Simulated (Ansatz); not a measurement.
Computed with Ansatz on PBE0-D4/def2-TZVP structures; ΔE is electronic, products minus reactants. CBS: MP2 limit from def2 TZ/QZ plus the TZ coupled-cluster correction, frozen cores. DFT in def2-TZVPP. For Se outer-core shells are correlated without core-valence functions, which leaves a few kJ/mol of doubt a bond. Scalar relativity is left out up to krypton. Each species was taken in one conformer, which may not be the lowest.

Consider the redistribution: `C[SiH2][Se]C` + `CCB(O)S` → `CC[Se][SiH2]C` + `CB(O)S`.

Task: Is it downhill or uphill in electronic energy at CCSD(T)/CBS, and by how much? (Best estimate.)

Result: Ansatz gave: Downhill: ΔE = -2.9 kcal/mol.

Task: What do these levels give: ωB97M-V, r2SCAN, HF/def2-TZVPP, MP2/def2-TZVPP, SCS-MP2/def2-QZVPP, CCSD/CBS(def2)? (An estimate is asked.)

Result: The calculation gave: ωB97M-V -2.4, r2SCAN -2.8, HF/def2-TZVPP -1.9, MP2/def2-TZVPP -3.0, SCS-MP2/def2-QZVPP -2.8, CCSD/CBS(def2) -2.7 kcal/mol.

Largest T1 diagnostic among the species: 0.012.
